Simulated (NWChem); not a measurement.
System: CNO anion

Here is an NWChem input.

```
start job
memory heap 200 mb stack 900 mb global 1100 mb
charge -1
geometry units angstroms noautosym nocenter noautoz
  N      0.000000     0.000000     1.261754
  C      0.000000     0.000000     0.070950
  O      0.000000     0.000000    -1.159397
end
basis spherical
  N library aug-cc-pvdz
  C library aug-cc-pvdz
  O library aug-cc-pvdz
end
dft
  xc pbe0
  iterations 150
end
cosmo
  dielec 4.8
end
task dft energy
```

Coordinates come from a B3LYP/def2-SVPD optimisation.

Level: PBE0/aug-cc-pVDZ with COSMO at NWChem's default radii, gas-phase geometry; the question gives the dielectric constant. Reactions with the solvent are ignored.

**Question.** What results follow from this input? (PBE0/aug-cc-pVDZ, COSMO on the gas-phase geometry.) Quantities: electrostatic solvation energy (kcal/mol).

**Answer.** The electrostatic solvation energy (kcal/mol) is -53.5.
